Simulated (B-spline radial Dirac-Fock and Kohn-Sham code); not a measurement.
# Isotope-shift constants of the inner levels of Er

System: atomic erbium, 1s2 2s2 2p6 3s2 3p6 3d10 4s2 4p6 4d10 4f12 5s2 5p6 6s2.

Method: first-order field-shift and mass-shift constants from Dirac-Fock ground and hole states with a Fermi nucleus; the mass shift has no relativistic recoil terms. Computed with an atomic code on a B-spline grid. A binding energy shifts by δE = F·δ⟨r²⟩ + (K_N + K_S)·δ(1/M); F is taken for a change of radius at fixed skin thickness and so holds the higher radial moments.

```tsv
level	F (meV/fm²)
K (1s)	-471.0
L1 (2s)	-63.35
L2 (2p1/2)	0.1543
L3 (2p3/2)	2.858
M1 (3s)	-13.87
M2 (3p1/2)	0.08730
M3 (3p3/2)	0.7696
M4 (3d3/2)	0.7107
M5 (3d5/2)	0.6820
```

The mass shift is not given and not included below: at this Z its relativistic corrections are large. It matters little for K lines but can be comparable with the field shift of L lines.

Field shifts alone in meV from A = 166 (mass 165.9303 u, rms radius 5.2516 fm); radii from Angeli and Marinova (2013).

```csv
A,mass (u),radius (fm),Kα1,Kα2,Kβ1,Lα1
150,149.9379,5.0548,+961.2,+955.7,+956.9,-4.4
152,151.9351,5.0843,+819.4,+814.7,+815.8,-3.8
156,155.9311,5.1429,+535.4,+532.4,+533.1,-2.5
158,157.9299,5.1761,+373.1,+370.9,+371.4,-1.7
160,159.9291,5.2045,?,?,?,?
162,161.9288,5.2246,+134.0,+133.3,+133.4,-0.6
164,163.9292,5.2389,+63.1,+62.8,+62.9,-0.3
167,166.9321,5.256,-21.9,-21.8,-21.8,+0.1
168,167.9324,5.2644,-63.8,-63.4,-63.5,+0.3
170,169.9355,5.2789,-136.2,-135.5,-135.6,+0.6
```

Question: What are the shifts for A = 160?

Answer: Kα1 +233.4 meV; Kα2 +232.0 meV; Kβ1 +232.3 meV; Lα1 -1.1 meV.
